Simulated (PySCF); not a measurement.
CH6ClFSi3, SMILES [SiH2]1[Si@](F)(C[SiH2]1)Cl.

Geometry optimised at r2SCAN-D4/def2-SVP. The structure was generated by enumeration; whether it is a known compound was not checked.

Two levels are set side by side: TDA-PBE/def2-SVPD (PySCF) and TDA-LC-ωPBE/def2-SVPD (PySCF). Vertical, same geometry. The lowest singlet is HOMO→LUMO 96 % with PBE and HOMO→LUMO 93 % with the other functional; states are paired by order. Differences are taken from unrounded values.

| quantity | TDA-LC-ωPBE | TDA-PBE | TDA-PBE minus TDA-LC-ωPBE |
|---|---|---|---|
| lowest singlet excitation (eV) | 5.50 | 4.86 | -0.64 |
| lowest triplet excitation (TDA) (eV) | 4.74 | 4.34 | -0.40 |
| first bright state (f over 0.05) (eV) | 6.81 | 5.87 | -0.94 |
| its oscillator strength | 0.21 | 0.05 | -0.16 |

Functionals without exact exchange tend to place singlet excitations lower, as here. Differences between two approximate levels are no errors against the true value.

Rough cost on one machine, each run with all the roots and properties that it gave: TDA-LC-ωPBE against TDA-PBE about 3 times.
